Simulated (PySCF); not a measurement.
CaF2, triplet, at a GFN2-xTB geometry (such geometries of metal compounds can be far from the true shape) (a higher spin typed on purpose: for a closed-shell molecule this is an excited state); HF/STO-3G (PySCF).

The PySCF input:
```python
from pyscf import gto, scf

mol = gto.Mole()
mol.atom = '''
    Ca    0.01281239   -0.00212415   -0.00478897
    F    -0.25423892    1.49448888   -1.29861581
    F     0.22576693   -1.48976855    1.30925796
'''
mol.basis = 'sto-3g'
mol.spin = 2
mol.verbose = 4
mol.build()

mf = scf.UHF(mol)
mf.DIIS = scf.ADIIS
mf.kernel()
```

Write the output that PySCF gives for this input, abridged.


```
PySCF version 2.14.0

[INPUT] verbose = 4
[INPUT] num. atoms = 3
[INPUT] num. electrons = 38
[INPUT] charge = 0
[INPUT] spin (= nelec alpha-beta = 2S) = 2
[INPUT] symmetry False subgroup None
[INPUT] Mole.unit = angstrom
[INPUT] Symbol           X                Y                Z      unit          X                Y                Z       unit  Magmom
[INPUT]  1 Ca     0.012812390000  -0.002124150000  -0.004788970000 AA    0.024211908101  -0.004014061747  -0.009049841719 Bohr   0.0
[INPUT]  2 F     -0.254238920000   1.494488880000  -1.298615810000 AA   -0.480441929005   2.824174679408  -2.454028221930 Bohr   0.0
[INPUT]  3 F      0.225766930000  -1.489768550000   1.309257960000 AA    0.426637665684  -2.815254548490   2.474138970807 Bohr   0.0

nuclear repulsion = 106.166074390551
number of shells = 13
number of NR pGTOs = 69
number of NR cGTOs = 23
basis = sto-3g
ecp = {}

******** <class 'pyscf.scf.uhf.UHF'> ********
method = UHF
initial guess = minao
damping factor = 0
level_shift factor = 0
DIIS = <class 'pyscf.scf.diis.ADIIS'>
diis_start_cycle = 1
diis_space = 8
diis_damp = 0
SCF conv_tol = 1e-09
SCF conv_tol_grad = None
SCF max_cycles = 50
direct_scf = True
direct_scf_tol = 1e-13
number electrons alpha = 20  beta = 18
Set gradient conv threshold to 3.16228e-05
init E= -865.067008795691

cycle= 1 E= -865.71926462125  delta_E= -0.652  |g|= 0.197  |ddm|= 1.78
cycle= 2 E= -865.808432957671  delta_E= -0.0892  |g|= 0.0758  |ddm|= 0.745
cycle= 3 E= -865.828154431737  delta_E= -0.0197  |g|= 0.0531  |ddm|= 0.305
cycle= 4 E= -865.838287435148  delta_E= -0.0101  |g|= 0.0373  |ddm|= 0.221
cycle= 5 E= -865.843063355957  delta_E= -0.00478  |g|= 0.0249  |ddm|= 0.151
cycle= 6 E= -865.845146983373  delta_E= -0.00208  |g|= 0.0162  |ddm|=  0.1
cycle= 7 E= -865.846010703814  delta_E= -0.000864  |g|= 0.0103  |ddm|= 0.0646
cycle= 8 E= -865.846358286837  delta_E= -0.000348  |g|= 0.00648  |ddm|= 0.0411
cycle= 9 E= -865.846496406866  delta_E= -0.000138  |g|= 0.00409  |ddm|= 0.026
cycle= 10 E= -865.846551608022  delta_E= -5.52e-05  |g|= 0.00262  |ddm|= 0.0165
cycle= 11 E= -865.846574477902  delta_E= -2.29e-05  |g|= 0.00174  |ddm|= 0.0106
cycle= 12 E= -865.846584870594  delta_E= -1.04e-05  |g|= 0.00125  |ddm|= 0.00714
cycle= 13 E= -865.846590496931  delta_E= -5.63e-06  |g|= 0.00102  |ddm|= 0.00521
cycle= 14 E= -865.846594336154  delta_E= -3.84e-06  |g|= 0.00092  |ddm|= 0.00423
cycle= 15 E= -865.846597538951  delta_E= -3.2e-06  |g|= 0.000895  |ddm|= 0.00378
cycle= 16 E= -865.84660055268  delta_E= -3.01e-06  |g|= 0.000899  |ddm|= 0.0036
cycle= 17 E= -865.846603554784  delta_E= -3e-06  |g|= 0.000916  |ddm|= 0.00352
cycle= 18 E= -865.846606619137  delta_E= -3.06e-06  |g|= 0.000938  |ddm|= 0.0035
cycle= 19 E= -865.846609779778  delta_E= -3.16e-06  |g|= 0.000962  |ddm|= 0.0035
cycle= 20 E= -865.846613055325  delta_E= -3.28e-06  |g|= 0.000987  |ddm|= 0.00351
cycle= 21 E= -865.846616458366  delta_E= -3.4e-06  |g|= 0.00101  |ddm|= 0.00353
cycle= 22 E= -865.846619999087  delta_E= -3.54e-06  |g|= 0.00104  |ddm|= 0.00356
cycle= 23 E= -865.846623686685  delta_E= -3.69e-06  |g|= 0.00107  |ddm|= 0.00359
cycle= 24 E= -865.846627529974  delta_E= -3.84e-06  |g|= 0.00109  |ddm|= 0.00363
cycle= 25 E= -865.846631537621  delta_E= -4.01e-06  |g|= 0.00112  |ddm|= 0.00367
cycle= 26 E= -865.846635718284  delta_E= -4.18e-06  |g|= 0.00115  |ddm|= 0.00372
cycle= 27 E= -865.84664008067  delta_E= -4.36e-06  |g|= 0.00118  |ddm|= 0.00377
cycle= 28 E= -865.846644633606  delta_E= -4.55e-06  |g|= 0.00121  |ddm|= 0.00382
cycle= 29 E= -865.846649386047  delta_E= -4.75e-06  |g|= 0.00124  |ddm|= 0.00388
cycle= 30 E= -865.846654347129  delta_E= -4.96e-06  |g|= 0.00127  |ddm|= 0.00394
cycle= 31 E= -865.846659526177  delta_E= -5.18e-06  |g|= 0.0013  |ddm|= 0.004
cycle= 32 E= -865.846664932736  delta_E= -5.41e-06  |g|= 0.00133  |ddm|= 0.00407
cycle= 33 E= -865.846670576591  delta_E= -5.64e-06  |g|= 0.00136  |ddm|= 0.00414
cycle= 34 E= -865.846676467764  delta_E= -5.89e-06  |g|= 0.00139  |ddm|= 0.00421
cycle= 35 E= -865.846682616545  delta_E= -6.15e-06  |g|= 0.00142  |ddm|= 0.00429
cycle= 36 E= -865.846689033499  delta_E= -6.42e-06  |g|= 0.00145  |ddm|= 0.00436
cycle= 37 E= -865.846695729462  delta_E= -6.7e-06  |g|= 0.00149  |ddm|= 0.00444
cycle= 38 E= -865.846702715567  delta_E= -6.99e-06  |g|= 0.00152  |ddm|= 0.00452
cycle= 39 E= -865.84671000323  delta_E= -7.29e-06  |g|= 0.00155  |ddm|= 0.00461
cycle= 40 E= -865.846717604158  delta_E= -7.6e-06  |g|= 0.00159  |ddm|= 0.00469
cycle= 41 E= -865.846725530365  delta_E= -7.93e-06  |g|= 0.00162  |ddm|= 0.00478
cycle= 42 E= -865.846733794144  delta_E= -8.26e-06  |g|= 0.00166  |ddm|= 0.00487
cycle= 43 E= -865.846742408086  delta_E= -8.61e-06  |g|= 0.00169  |ddm|= 0.00496
cycle= 44 E= -865.846751385071  delta_E= -8.98e-06  |g|= 0.00173  |ddm|= 0.00505
cycle= 45 E= -865.846760738253  delta_E= -9.35e-06  |g|= 0.00177  |ddm|= 0.00515
cycle= 46 E= -865.846770481066  delta_E= -9.74e-06  |g|= 0.00181  |ddm|= 0.00524
cycle= 47 E= -865.846780627203  delta_E= -1.01e-05  |g|= 0.00184  |ddm|= 0.00534
cycle= 48 E= -865.846791190607  delta_E= -1.06e-05  |g|= 0.00188  |ddm|= 0.00544
cycle= 49 E= -865.846802185461  delta_E= -1.1e-05  |g|= 0.00192  |ddm|= 0.00554
cycle= 50 E= -865.84681362617  delta_E= -1.14e-05  |g|= 0.00196  |ddm|= 0.00564
SCF not converged.
SCF energy = -865.84681362617 after 50 cycles  <S^2> = 2.0159862  2S+1 = 3.0106386
```

Convergence was not reached.
